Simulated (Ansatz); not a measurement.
A structure relaxed at PBE0-D4/def2-TZVP, charge 0, multiplicity 1:

Cartesian coordinates in Å:
```
C -1.087 -0.130 1.044
N 0.199 -0.264 0.420
C 0.848 0.895 -0.222
Si 0.766 -0.696 -1.133
H -0.996 0.409 1.994
H -1.497 -1.119 1.259
H -1.815 0.413 0.421
H 0.176 1.686 -0.571
H 1.734 1.281 0.279
H -0.174 -0.772 -2.279
H 1.845 -1.703 -1.214
```

Give its formula and SMILES.

C2H7NSi, `CN1C[SiH2]1`.

Summarise the bond lengths by kind.

2 × C–N 1.436 to 1.476 Å; 5 × C–H 1.089 to 1.101 Å; 1 × N–Si 1.708 Å; 1 × C–Si 1.835 Å; 2 × H–Si 1.479 to 1.484 Å.

Program: Ansatz 0.2.0.
